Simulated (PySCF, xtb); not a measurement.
Se(Br)(SMe) (CH3BrSSe), SMILES CS[Se]Br. The values are those of a single conformer.

Harmonic wavenumbers (cm⁻¹) from GFN2-xTB in xtb 6.7.1 at its own minimum, in rising order: 61, 111, 144, 195, 252, 394, 693, 936, 939, 1314, 1435, 1443, 3030, 3042, 3065.

**Question.** What does r2SCAN-D4/def2-SVP (PySCF) give at its own minimum? (The exact figures need the calculation; the answer reports its results.)

**Answer.** 73, 130, 165, 223, 256, 414, 686, 951, 958, 1309, 1427, 1442, 3043, 3164, 3181. Paired by order, the mean absolute difference is 27 cm⁻¹ and the zero-point energies are 24.4 and 24.9 kcal/mol.
